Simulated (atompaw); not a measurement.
## Which change was made? (He, PAW (atompaw))

He (Z = 2), PAW, made with atompaw 4.2.0.5 (PBEsol, scalar-relativistic). Core none, reference 1s2. Waves: 1s (bound): rc 0.75 bohr; 1s channel at -0.2 Ry: rc 0.75 bohr; 2p channel at -0.05 Ry: rc 0.75 bohr; 2p channel at 2.05 Ry: rc 0.75 bohr. Local part: bessel scheme, radius 0.50 bohr. Core correction: none. Augmentation charge: sinc compensation charge, radius 0.55 bohr; PAW radius 0.75 bohr; waves and projectors: custom rrkj vanderbiltortho.

Cutoffs, loose and tight: the cutoffs (Ry, on a coarse ladder) from which the occupation-weighted sum of valence levels, in a spherical-Bessel basis at the reference potential, stays within 10 and 1 mRy of its value at 400 Ry. They see the waves, projectors and local potential, not the compensation charge or the core.

The base gives: outcome: generated; cutoff, loose: 60 Ry; cutoff, tight: 90 Ry; bound ghosts: none.

**Question.** After one change the result is: outcome: generated; cutoff, loose: 80 Ry; cutoff, tight: 110 Ry; bound ghosts: none. Which change was it?
A. all radii scaled by about 1.31 (s 0.98, p 0.98 bohr); local potential bessel scheme, radius 0.66 bohr; augmentation sinc compensation charge, radius 0.72 bohr; PAW radius 0.98 bohr; waves and projectors: custom rrkj vanderbiltortho
B. all radii scaled by about 1.15 (s 0.86, p 0.86 bohr); local potential bessel scheme, radius 0.56 bohr; augmentation sinc compensation charge, radius 0.62 bohr; PAW radius 0.86 bohr; waves and projectors: custom rrkj vanderbiltortho
C. all radii scaled by about 0.75 (s 0.56, p 0.56 bohr); local potential bessel scheme, radius 0.38 bohr; augmentation sinc compensation charge, radius 0.40 bohr; PAW radius 0.56 bohr; waves and projectors: custom rrkj vanderbiltortho
D. all radii scaled by about 0.88 (s 0.66, p 0.66 bohr); local potential bessel scheme, radius 0.44 bohr; augmentation sinc compensation charge, radius 0.48 bohr; PAW radius 0.66 bohr; waves and projectors: custom rrkj vanderbiltortho

**Answer.** D. The others give: all radii scaled by about 1.31 (s 0.98, p 0.98 bohr); local potential bessel scheme, radius 0.66 bohr; augmentation sinc compensation charge, radius 0.72 bohr; PAW radius 0.98 bohr; waves and projectors: custom rrkj vanderbiltortho → outcome: generated; cutoff, loose: 40 Ry; cutoff, tight: 50 Ry; bound ghosts: none | all radii scaled by about 1.15 (s 0.86, p 0.86 bohr); local potential bessel scheme, radius 0.56 bohr; augmentation sinc compensation charge, radius 0.62 bohr; PAW radius 0.86 bohr; waves and projectors: custom rrkj vanderbiltortho → outcome: generated; cutoff, loose: 50 Ry; cutoff, tight: 70 Ry; bound ghosts: none | all radii scaled by about 0.75 (s 0.56, p 0.56 bohr); local potential bessel scheme, radius 0.38 bohr; augmentation sinc compensation charge, radius 0.40 bohr; PAW radius 0.56 bohr; waves and projectors: custom rrkj vanderbiltortho → outcome: generated; cutoff, loose: 100 Ry; cutoff, tight: 160 Ry; bound ghosts: none.
